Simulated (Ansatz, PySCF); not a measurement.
This PySCF input computes a SVWN5/def2-TZVPD energy:

```python
from pyscf import gto, scf, dft

mol = gto.M(
    atom='''
    B    -0.00000000   -0.00000000   -1.12599825
    Cl    0.00000000    0.00000000    0.46627717
    H    -0.00000000   -0.00000000   -2.29672064
    ''',
    basis='def2-tzvpd',
    charge=1,
    spin=0,
    verbose=4,
)

mf = dft.RKS(mol, xc='svwn').density_fit(auxbasis='def2-universal-jkfit')
mf.grids.level = 3
mf.conv_tol = 1e-9
mf.max_cycle = 100
mf.max_memory = 1500
mf.kernel()
if not mf.converged:
    mf = mf.newton()
    mf.kernel(mf.make_rdm1())
mf.analyze()
```

Problem. Write an input for the same energy in Ansatz (an electronic-structure program) and say what it gives.

Solution. 
Ansatz 0.2 input:
```yaml
crystal:
  periodic: [false, false, false]
  atoms:
    - {symbol: B, position_ang: [-0.00000000, -0.00000000, -1.12599825]}
    - {symbol: Cl, position_ang: [0.00000000, 0.00000000, 0.46627717]}
    - {symbol: H, position_ang: [-0.00000000, -0.00000000, -2.29672064]}
basis:
  gaussian:
    orbitals: def2-TZVPD
hamiltonian:
  xc: {name: SVWN5}
total_charge: 1
output: {forces: true}
```
It gives -483.55582 Eh, and PySCF -483.55584 Eh, a difference of 0.02 mEh, from the treatment of integrals and grids.
